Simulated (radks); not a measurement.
Ca3+, configuration [Ne] 3s2 3p5. All-electron calculation, scalar-relativistic Kohn-Sham, RPBE, spin-polarised, spherical densities, point nucleus; open shells are filled with parallel spins first. Program: a radial shooting solver on a logarithmic mesh with Libxc functionals.

X-ray form factor f0, the Fourier transform of the density (f0(0) = 17):

| sin(theta)/lambda (1/angstrom) | f0 (electrons) |
|---|---|
| 0.05 | 16.773 |
| 0.1 | 16.127 |
| 0.15 | 15.161 |
| 0.2 | 14.003 |
| 0.25 | 12.785 |
| 0.3 | 11.615 |
| 0.4 | 9.661 |
| 0.5 | 8.307 |
| 0.6 | 7.409 |
| 0.8 | 6.215 |
| 1 | 5.189 |
| 1.25 | 3.991 |
| 1.5 | 3.029 |
| 2 | 1.908 |
